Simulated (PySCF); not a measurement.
# How methods differ on the excitation energy of Mn

Mn [Ar] 3d5 4s2 (6S) → Mn [Ar] 3d4 4s2 5s1 (6D), as a difference of total energies. Computed with PySCF 2.14 in aug-cc-pVDZ-DK, with scalar relativity by spin-free X2C-1e. Correlated levels: valence: [Ar] frozen. The calculations carry no spin-orbit coupling.

| method | excitation energy (cm⁻¹) |
| --- | --- |
| UHF | 86840 |
| LDA | 98595 |
| PBE | 95956 |
| PBE0 | 94984 |
| r2SCAN | 97758 |
| r2SCAN0 | 96272 |
| TPSSh | 95160 |
| wB97M-V | 94138 |
| MP2 (valence) | 91939 |
| SCS-MP2 (valence) | 87410 |

A first-order spin-orbit estimate (lowest level to lowest level, LS coupling) adds -0.065 eV.

The upper state lies above the first ionisation limit, where it may autoionise and the basis confines it. A Rydberg-like electron needs more diffuse functions than a valence basis has.

The promoted electron is Rydberg-like, and one or two diffuse shells describe it only roughly, which tends to raise the upper state.
